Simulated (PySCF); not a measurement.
Electron correlation in Sn⁴⁰⁺ (tin, charge +40)

Starting occupation: [Ne]. All numbers are calculated (PySCF 2.14, X2C-1e with screened-nucleus spin-orbit coupling, Gaussian nucleus, in an uncontracted even-tempered set (17 s from 4.6 bohr⁻², ratio 2.6; 13 p from 5.9 bohr⁻², ratio 2.6; 6 d from 6.1 bohr⁻², ratio 2.8; 3 f from 140 bohr⁻², ratio 2.8)). Frozen: 1s2; 8 electrons correlated; the 52 highest virtual spinors left out.

MP2 pair energies summed by pair of shells (mhartree):

```json
{"pair": "2p1/2-2p3/2", "energy": "-101.24", "share (%)": "33.4"}
{"pair": "2p3/2-2p3/2", "energy": "-95.88", "share (%)": "31.6"}
{"pair": "2p3/2-2s1/2", "energy": "-46.68", "share (%)": "15.4"}
{"pair": "2p1/2-2s1/2", "energy": "-23.99", "share (%)": "7.9"}
{"pair": "2p1/2-2p1/2", "energy": "-23.30", "share (%)": "7.7"}
{"pair": "2s1/2-2s1/2", "energy": "-12.22", "share (%)": "4.0"}
```

Total MP2 correlation energy: -303.30 mhartree.

The virtual space was cut to 44 spinors, which keep -233.86 of the -303.30 mhartree of MP2 correlation.

```
  level  correlation energy (mhartree)
   CCSD                        -234.95
    (T)                          -0.02
CCSD(T)                        -234.97
```

Diagnostics: T1 = 4.5e-05, largest double amplitude 0.003.

Cost of the coupled-cluster step: roughly 10 core-seconds, for 8 occupied and 44 virtual spinors.

Iterations:

```
Init t2, MP2 energy = -0.233858454990267
CCSD nocc = 8, nmo = 52
Init t2, MP2 energy = -0.233858454990267
Init E_corr(GCCSD) = -0.233858454990267
cycle = 1  E_corr(GCCSD) = -0.234923205659704  dE = -0.00106475067  norm(t1,t2) = 0.000262644
cycle = 2  E_corr(GCCSD) = -0.234948258558937  dE = -2.50528992e-05  norm(t1,t2) = 8.62333e-06
cycle = 3  E_corr(GCCSD) = -0.234948944429135  dE = -6.85870198e-07  norm(t1,t2) = 3.56525e-07
cycle = 4  E_corr(GCCSD) = -0.23494894299172  dE = 1.43741533e-09  norm(t1,t2) = 2.20818e-09
GCCSD converged
E(GCCSD) = -4714.616496117265  E_corr = -0.2349489429917195
```

The coupled-cluster values are those of the cut space; adding the MP2 remainder, -69.44 mhartree, estimates the full space.

At this charge the one-electron X2C treatment keeps the bare 1/r₁₂, with no two-electron picture change or Breit term. The effect here is smaller than on the frozen 1s shell.
